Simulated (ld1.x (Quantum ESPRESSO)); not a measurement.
## Logarithmic derivatives: indium, ultrasoft

ld1.x (Quantum ESPRESSO) 7.5 input, shortened:

```
&input
   title='In', zed=49., rel=2, dft='PZ', iswitch=3,
   config='[Kr] 4d10 5s1 5p2 5d-2', rel_dist='average'
 /
 &inputp
   pseudotype=3, tm=.true., lloc=-1, rcloc=2.00,
   nlcc=.true., rcore=1.75
 /
5
5S  1  0   1.00   0.00  2.35  2.60  0.0
5S  1  0   0.00   0.90  2.35  2.60  0.0
5P  2  1   2.00   0.00  2.25  3.00  0.0
5P  2  1   0.00   0.90  2.25  3.00  0.0
5D  3  2  -2.00   0.35  2.40  2.50  0.0
 &test
   configts(1)='5s1 5p2'
 /
```

Open shells are filled in proportion to 2j + 1 (rel_dist='average').

The phase is arctan(r·u′/u) with u = r·R(r), unwrapped; energies in Ry, scanned from -3 to 5 Ry. A pole is an energy at which the radial function vanishes at the test radius. The pseudo phase is shifted by a multiple of π to meet the all-electron one at the reference energy, and phase errors are pseudo minus all-electron; the curves can meet again beyond the range given. Levels narrower than the energy grid can be missing from the lists of poles.

```json
{"channel": "s", "radius (bohr)": "3.24", "reference energy (Ry)": "-0.70", "poles, all-electron": "-0.14, 4.88", "poles, pseudo": "-0.33, -0.03, 4.07", "unbroken range about the reference energy with phases within 0.05 rad": "below -0.4", "phase error 1 Ry above the reference energy (rad)": "-3.114"}
{"channel": "p1/2", "radius (bohr)": "3.24", "reference energy (Ry)": "-0.27", "poles, all-electron": "0.68", "poles, pseudo": "0.68, 4.29", "unbroken range about the reference energy with phases within 0.05 rad": "below 2.5", "phase error 1 Ry above the reference energy (rad)": "-0.000"}
{"channel": "p3/2", "radius (bohr)": "3.24", "reference energy (Ry)": "-0.24", "poles, all-electron": "0.80", "poles, pseudo": "0.80, 4.24", "unbroken range about the reference energy with phases within 0.05 rad": "below 2.7", "phase error 1 Ry above the reference energy (rad)": "-0.000"}
{"channel": "d3/2", "radius (bohr)": "3.24", "reference energy (Ry)": "0.35", "poles, all-electron": "-1.51, 2.38", "poles, pseudo": "1.47, 4.26", "unbroken range about the reference energy with phases within 0.05 rad": "-1.3 to 0.6", "phase error 1 Ry above the reference energy (rad)": "-0.195"}
{"channel": "d5/2", "radius (bohr)": "3.24", "reference energy (Ry)": "0.35", "poles, all-electron": "-1.44, 2.41", "poles, pseudo": "1.39, 4.24", "unbroken range about the reference energy with phases within 0.05 rad": "-1.2 to 0.6", "phase error 1 Ry above the reference energy (rad)": "-0.259"}
```

A Bessel basis up to 400 Ry misses an occupied level by 0.04 Ry, so cutoffs and ghosts were not judged.

Phases in the d3/2 channel:

| E (Ry) | all-electron | pseudo |
| --- | --- | --- |
| -3.00 | 1.391 | -1.748 |
| -2.52 | 1.373 | -1.763 |
| -2.04 | 1.343 | -1.783 |
| -1.56 | 0.615 | -1.810 |
| -1.08 | -1.823 | -1.849 |
| -0.60 | -1.898 | -1.913 |
| -0.12 | -2.030 | -2.039 |
| 0.36 | -2.412 | -2.412 |
| 0.84 | -3.721 | -3.849 |
| 1.32 | -4.408 | -4.597 |
| 1.80 | -4.603 | -5.042 |
| 2.28 | -4.697 | -7.130 |
| 2.76 | -4.764 | -7.625 |
| 3.24 | -4.829 | -7.745 |
| 3.72 | -4.915 | -7.806 |
| 4.20 | -5.087 | -7.849 |
| 4.68 | -5.767 | -7.885 |
